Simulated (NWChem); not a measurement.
Everything below was run with NWChem. System: I, charge 0, spin multiplicity 2. Its SCF solution wasn't tested for a lower state.

Input file:

```
start mol
memory heap 200 mb stack 800 mb global 1000 mb
geometry units angstroms nocenter noautoz noautosym
  I      0.000000     0.000000     0.000000
end
basis spherical
  * library x2c-svpall-2c
end
relativistic
  zora on
end
dft
  xc xpbe96 cpbe96
  odft
  mult 2
  semidirect memsize 60000000 filesize 0
  iterations 100
  grid fine
end
task sodft energy
```

The output up to the point where the run's verdict is printed (cleaned and shortened):

```
             Northwest Computational Chemistry Package (NWChem) 7.3.0
             --------------------------------------------------------

                                NWChem Input Module
                                -------------------

 Scaling coordinates for geometry "geometry" by  1.889725989
 (inverse scale =  0.529177249)

                             Geometry "geometry" -> ""
                             -------------------------

 Output coordinates in angstroms (scale by  1.889725989 to convert to a.u.)

  No.       Tag          Charge          X              Y              Z
 ---- ---------------- ---------- -------------- -------------- --------------
    1 I                   53.0000     0.00000000     0.00000000     0.00000000

 Effective nuclear repulsion energy (a.u.)       0.0000000000

            Nuclear Dipole moment (a.u.)
            ----------------------------
        X                 Y               Z
 ---------------- ---------------- ----------------
     0.0000000000     0.0000000000     0.0000000000


 Summary of "ao basis" -> "" (spherical)
 ------------------------------------------------------------------------------
       Tag                 Description            Shells   Functions and Types
 ---------------- ------------------------------  ------  ---------------------
 *                       x2c-svpall-2c                on all atoms

  pbe96 is a nonlocal functional; adding pw91lda local functional.

                                 NWChem DFT Module
                                 -----------------

 Summary of "ao basis" -> "ao basis" (spherical)
 ------------------------------------------------------------------------------
       Tag                 Description            Shells   Functions and Types
 ---------------- ------------------------------  ------  ---------------------
 I                       x2c-svpall-2c              18       50   6s8p4d

 Summary of "ao basis" -> "ao basis" (spherical)
 ------------------------------------------------------------------------------
       Tag                 Description            Shells   Functions and Types
[...]
 d= 0,ls=0.5,diis    75  -7204.6967831725 -2.95D-06  6.81D-06  1.29D-05    26.0
                                                     2.89D-05  1.29D-05
 d= 0,ls=0.5,diis    76  -7204.6967864348 -3.26D-06  4.51D-06  1.12D-05    26.3
                                                     2.81D-05  1.12D-05
 d= 0,ls=0.5,diis    77  -7204.6967891745 -2.74D-06  1.49D-05  1.06D-05    26.7
                                                     3.00D-05  1.06D-05
 d= 0,ls=0.5,diis    78  -7204.6967929807 -3.81D-06  8.67D-06  7.33D-06    27.0
                                                     2.74D-05  7.33D-06
 d= 0,ls=0.5,diis    79  -7204.6967950625 -2.08D-06  1.28D-05  8.31D-06    27.4
                                                     2.63D-05  8.31D-06
 d= 0,ls=0.5,diis    80  -7204.6967966597 -1.60D-06  4.85D-06  1.01D-05    27.6
                                                     2.65D-05  1.01D-05
 d= 0,ls=0.5,diis    81  -7204.6967989938 -2.33D-06  1.94D-05  9.79D-06    27.9
                                                     2.48D-05  9.79D-06
 d= 0,ls=0.5,diis    82  -7204.6967996874 -6.94D-07  7.54D-06  1.36D-05    28.2
                                                     2.46D-05  1.36D-05
 d= 0,ls=0.5,diis    83  -7204.6968014173 -1.73D-06  1.94D-05  1.43D-05    28.5
                                                     2.34D-05  1.43D-05
 d= 0,ls=0.5,diis    84  -7204.6968016454 -2.28D-07  5.54D-06  1.88D-05    28.8
                                                     2.43D-05  1.88D-05
 d= 0,ls=0.5,diis    85  -7204.6968042764 -2.63D-06  9.80D-06  1.70D-05    29.0
                                                     2.49D-05  1.70D-05
 d= 0,ls=0.5,diis    86  -7204.6968075260 -3.25D-06  1.33D-05  1.39D-05    29.3
                                                     2.29D-05  1.39D-05
 d= 0,ls=0.5,diis    87  -7204.6968083903 -8.64D-07  1.60D-05  1.68D-05    29.6
                                                     2.57D-05  1.68D-05
 d= 0,ls=0.5,diis    88  -7204.6968121687 -3.78D-06  1.69D-05  1.20D-05    29.9
                                                     2.28D-05  1.20D-05
 d= 0,ls=0.5,diis    89  -7204.6968126147 -4.46D-07  3.02D-05  1.59D-05    30.2
                                                     2.14D-05  1.59D-05
 d= 0,ls=0.5,diis    90  -7204.6968109623  1.65D-06  1.00D-05  2.43D-05    30.5
                                                     2.30D-05  2.43D-05
 d= 0,ls=0.5,diis    91  -7204.6968140960 -3.13D-06  4.19D-06  2.02D-05    30.7
                                                     2.13D-05  2.02D-05
 d= 0,ls=0.5,diis    92  -7204.6968158140 -1.72D-06  4.11D-06  2.04D-05    31.0
                                                     2.11D-05  2.04D-05
 d= 0,ls=0.5,diis    93  -7204.6968174256 -1.61D-06  1.38D-05  2.05D-05    31.3
                                                     2.31D-05  2.05D-05
 d= 0,ls=0.5,diis    94  -7204.6968209325 -3.51D-06  3.66D-06  1.60D-05    31.5
                                                     2.16D-05  1.60D-05
 d= 0,ls=0.5,diis    95  -7204.6968230141 -2.08D-06  2.09D-05  1.51D-05    31.8
                                                     2.48D-05  1.51D-05
 d= 0,ls=0.5,diis    96  -7204.6968268472 -3.83D-06  1.42D-05  9.79D-06    32.1
                                                     2.10D-05  9.79D-06
 d= 0,ls=0.5,diis    97  -7204.6968273831 -5.36D-07  5.94D-06  1.27D-05    32.3
                                                     2.07D-05  1.27D-05
 d= 0,ls=0.5,diis    98  -7204.6968286157 -1.23D-06  1.31D-05  1.33D-05    32.6
                                                     1.97D-05  1.33D-05
 d= 0,ls=0.5,diis    99  -7204.6968289515 -3.36D-07  3.41D-06  1.61D-05    32.8
                                                     2.00D-05  1.61D-05
 d= 0,ls=0.5,diis   100  -7204.6968304499 -1.50D-06  8.76D-06  1.58D-05    33.2
                                                     2.11D-05  1.58D-05
```

Convergence was not reached. The next line reads: Calculation failed to converge. NWChem stopped with the message: sodft energy failed.
